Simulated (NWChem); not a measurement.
System: CH6BClSi; SMILES CB([SiH3])Cl

Excerpt of the output:

```
             Northwest Computational Chemistry Package (NWChem) 7.3.0
             --------------------------------------------------------

 C1  symmetry detected

                             Geometry "geometry" -> ""
                             -------------------------

 Output coordinates in angstroms (scale by  1.889725989 to convert to a.u.)

  No.       Tag          Charge          X              Y              Z
 ---- ---------------- ---------- -------------- -------------- --------------
    1 B                    5.0000    -0.40440575    -0.14929466    -0.00566081
    2 Cl                  17.0000     0.72321548    -1.51798739    -0.00015310
    3 C                    6.0000    -1.94463775    -0.40994918    -0.00254409
    4 H                    1.0000    -2.44403163     0.19426270    -0.79149531
    5 H                    1.0000    -2.35920490    -0.01231881     0.95308368
    6 H                    1.0000    -2.24138833    -1.47195671    -0.10176339
    7 Si                  14.0000     0.45246790     1.69721030     0.00018327
    8 H                    1.0000    -0.55498623     2.81839003     0.06333788
    9 H                    1.0000     1.27171354     1.88167255    -1.25390421
   10 H                    1.0000     1.38853899     1.84096004     1.17434695

 Effective nuclear repulsion energy (a.u.)     181.1100016443

  pbe96 is a nonlocal functional; adding pw91lda local functional.

                                 NWChem DFT Module
                                 -----------------

 Summary of "ao basis" -> "ao basis" (spherical)
 ------------------------------------------------------------------------------
       Tag                 Description            Shells   Functions and Types
 ---------------- ------------------------------  ------  ---------------------
 B                          def2-svp                 6       14   3s2p1d
 Cl                         def2-svp                 8       18   4s3p1d
 C                          def2-svp                 6       14   3s2p1d
 H                          def2-svp                 3        5   2s1p
 Si                         def2-svp                 8       18   4s3p1d

            General Information
            -------------------
          SCF calculation type: DFT
          Wavefunction type:  closed shell.
          No. of atoms     :    10
          No. of electrons :    48
           Alpha electrons :    24
            Beta electrons :    24
          Charge           :     0
          Spin multiplicity:     1
          Use of symmetry is: off; symmetry adaption is: off
          Maximum number of iterations: 150
          AO basis - number of functions:    94
                     number of shells:    46
          Convergence on energy requested:  1.00D-06
          Convergence on density requested:  1.00D-05
          Convergence on gradient requested:  5.00D-04

              XC Information
              --------------
                     Hartree-Fock (Exact) Exchange  1.000
                     LC-wPBE(h)Exchange Functional  1.000
            Perdew 1991 LDA Correlation Functional  1.000 local
           PerdewBurkeErnz. Correlation Functional  1.000 non-local

           Range-Separation Parameters
           ---------------------------
           Alpha           :  0.00
           Beta            :  1.00
           Gamma           :  0.50
           Short-Range HF  :     F

             Grid Information
             ----------------
          Grid used for XC integration:  medium
          Radial quadrature: Mura-Knowles
          Angular quadrature: Lebedev.
          Tag              B.-S. Rad. Rad. Pts. Rad. Cut. Ang. Pts.
          ---              ---------- --------- --------- ---------
          B                   0.85       49           9.0       434
          Cl                  1.00       88          11.0       590
          C                   0.70       49          11.0       434
          H                   0.35       45          12.0       434
          Si                  1.10       88          11.0       590
          Grid pruning is: on
          Number of quadrature shells:   544
          Spatial weights used:  Erf1

      Superposition of Atomic Density Guess
      -------------------------------------

 Sum of atomic energies:        -813.18654278

      Non-variational initial energy
      ------------------------------

 Total energy =    -814.813089
 1-e energy   =   -1481.332469
 2-e energy   =     485.409378
 HOMO         =      -0.294709
 LUMO         =      -0.017446

   convergence    iter        energy       DeltaE   RMS-Dens  Diis-err
 ---------------- ----- ----------------- --------- --------- ---------
 d= 0,ls=0.0,diis     1   -815.6758950903 -9.97D+02  6.52D-03  4.11D-01
 d= 0,ls=0.0,diis     2   -815.7215614761 -4.57D-02  2.71D-03  4.21D-02
 d= 0,ls=0.0,diis     3   -815.7276040917 -6.04D-03  8.04D-04  6.51D-03
 d= 0,ls=0.0,diis     4   -815.7286998838 -1.10D-03  3.27D-04  1.35D-04
 d= 0,ls=0.0,diis     5   -815.7287463739 -4.65D-05  5.48D-05  1.57D-05
  Resetting Diis
 d= 0,ls=0.0,diis     6   -815.7287492563 -2.88D-06  2.68D-05  7.89D-07
 d= 0,ls=0.0,diis     7   -815.7287495574 -3.01D-07  4.54D-06  4.32D-08

         Total DFT energy =     -815.728749557417
      One electron energy =    -1484.574881802321
           Coulomb energy =      548.290852906930
    Exchange-Corr. energy =      -60.554722306359
 Nuclear repulsion energy =      181.110001644333

 Numeric. integr. density =       47.999974228673

                       DFT Final Molecular Orbital Analysis
                       ------------------------------------

 Vector   22  Occ=2.000000D+00  E=-4.687610D-01
              MO Center=  2.5D-01,  1.1D+00,  1.4D-02, r^2= 4.8D+00
   Bfn.  Coefficient  Atom+Function         Bfn.  Coefficient  Atom+Function
  ----- ------------  ---------------      ----- ------------  ---------------
    80      0.259730   8 H  s                69     -0.257336   7 Si px
    25      0.244892   2 Cl px               22      0.196319   2 Cl px
    90     -0.197238  10 H  s                85     -0.186777   9 H  s
    72     -0.184300   7 Si px               81      0.153882   8 H  s
    66      0.145193   7 Si px               37     -0.133331   3 C  py

 Vector   23  Occ=2.000000D+00  E=-4.678184D-01
              MO Center=  8.6D-01,  4.1D-01, -2.3D-02, r^2= 4.5D+00
   Bfn.  Coefficient  Atom+Function         Bfn.  Coefficient  Atom+Function
  ----- ------------  ---------------      ----- ------------  ---------------
    27      0.407882   2 Cl pz               24      0.313477   2 Cl pz
    85      0.247068   9 H  s                90     -0.241984  10 H  s
    71     -0.225888   7 Si pz               74     -0.195989   7 Si pz
    21      0.181926   2 Cl pz               68      0.128926   7 Si pz
    86      0.127988   9 H  s                91     -0.122784  10 H  s

 Vector   24  Occ=2.000000D+00  E=-4.017240D-01
              MO Center=  8.7D-02, -5.2D-02, -3.4D-03, r^2= 3.7D+00
   Bfn.  Coefficient  Atom+Function         Bfn.  Coefficient  Atom+Function
  ----- ------------  ---------------      ----- ------------  ---------------
    26      0.336647   2 Cl py                5      0.279823   1 B  py
    25      0.263692   2 Cl px               23      0.240559   2 Cl py
    70      0.235827   7 Si py                4      0.203062   1 B  px
    36      0.188798   3 C  px               22      0.179324   2 Cl px
    73      0.148155   7 Si py                3     -0.139097   1 B  s

 Vector   25  Occ=0.000000D+00  E= 2.505381D-02
              MO Center= -2.3D-01,  6.4D-02, -4.7D-03, r^2= 3.2D+00
   Bfn.  Coefficient  Atom+Function         Bfn.  Coefficient  Atom+Function
  ----- ------------  ---------------      ----- ------------  ---------------
     9      0.574798   1 B  pz                6     -0.491595   1 B  pz
    27     -0.335220   2 Cl pz               86      0.301085   9 H  s
    91     -0.290327  10 H  s                74      0.277943   7 Si pz
    53     -0.195537   5 H  s                24     -0.152335   2 Cl pz
    48      0.151417   4 H  s                52     -0.126586   5 H  s

 Vector   26  Occ=0.000000D+00  E= 1.344381D-01
              MO Center= -8.4D-02,  1.1D+00,  3.4D-04, r^2= 5.5D+00
   Bfn.  Coefficient  Atom+Function         Bfn.  Coefficient  Atom+Function
  ----- ------------  ---------------      ----- ------------  ---------------
    35      1.367487   3 C  s                72      1.119568   7 Si px
    81      0.819822   8 H  s                91     -0.620136  10 H  s
    86     -0.549415   9 H  s                 7      0.455505   1 B  px
    58     -0.428692   6 H  s                53     -0.387555   5 H  s
    48     -0.357678   4 H  s                26     -0.235865   2 Cl py

 Vector   27  Occ=0.000000D+00  E= 1.501791D-01
              MO Center= -4.2D-01,  1.2D+00,  2.2D-02, r^2= 6.7D+00
   Bfn.  Coefficient  Atom+Function         Bfn.  Coefficient  Atom+Function
  ----- ------------  ---------------      ----- ------------  ---------------
    35      1.536902   3 C  s                73      1.346723   7 Si py
     8      0.935943   1 B  py               81     -0.923030   8 H  s
    48     -0.780014   4 H  s                53     -0.758235   5 H  s
    64      0.442244   7 Si s                65     -0.412951   7 Si s
    18      0.336439   2 Cl s                 7      0.303562   1 B  px

     Multipole analysis of the density
     ---------------------------------

     L   x y z        total         alpha         beta         nuclear
     -   - - -        -----         -----         ----         -------
     0   0 0 0     -0.000000    -24.000000    -24.000000     48.000000

     1   1 0 0     -0.580744     -0.290372     -0.290372      0.000000
     1   0 1 0      0.052894      0.026447      0.026447      0.000000
     1   0 0 1      0.020096      0.010048      0.010048      0.000000

[...]
```

Level: LC-wPBE (HJS exchange hole, range parameter 0.5 per bohr)/def2-SVP, vertical spin-unrestricted ions. Coordinates come from a PBE-D3(BJ)/def2-SVP optimisation.

**Question.** Write an input that gives this output.

**Answer.** This is not unique; one that fits is the input that was run:
```
start job
memory heap 200 mb stack 900 mb global 1100 mb
geometry units angstroms noautoz
  B     -0.386735    -0.142753    -0.034733
  Cl     0.764354    -1.489742    -0.108858
  C     -1.920872    -0.432211     0.019145
  H     -2.460557     0.183262    -0.733745
  H     -2.305751    -0.067918     1.000144
  H     -2.202319    -1.496585    -0.097735
  Si     0.436887     1.718677    -0.010810
  H     -0.587142     2.818713     0.120650
  H      1.204415     1.951672    -1.289301
  H      1.414271     1.848730     1.130838
end
basis spherical
  * library def2-svp
end
dft
  xc xwpbe 1.00 cpbe96 1.0 hfexch 1.00
  cam 0.5 cam_alpha 0.0 cam_beta 1.0
  iterations 150
  vectors input atomic output neutral.movecs
end
task dft energy
charge 1
dft
  odft
  mult 2
  vectors input atomic output cation.movecs
end
task dft energy
```
